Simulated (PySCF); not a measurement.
GeF3Br, SMILES [F][Ge]([F])([F])[Br].

Geometry: B3LYP-D3(BJ)/def2-SVP.

Computed with PySCF with r2SCAN/def2-TZVP.

Symmetry labels are those of the subgroup Cs that the program uses (full group C3v).

Computed valence orbital energies around the gap with their symmetry:
```tsv
orbital	symmetry	energy (eV)
HOMO−7	A'	-11.23
HOMO−6	A"	-11.23
HOMO−5	A'	-10.90
HOMO−4	A"	-10.90
HOMO−3	A"	-10.67
HOMO−2	A'	-10.48
HOMO−1	A"	-8.86
HOMO	A'	-8.86
LUMO	A'	-3.03
LUMO+1	A"	0.16
LUMO+2	A'	0.16
LUMO+3	A'	1.14
```
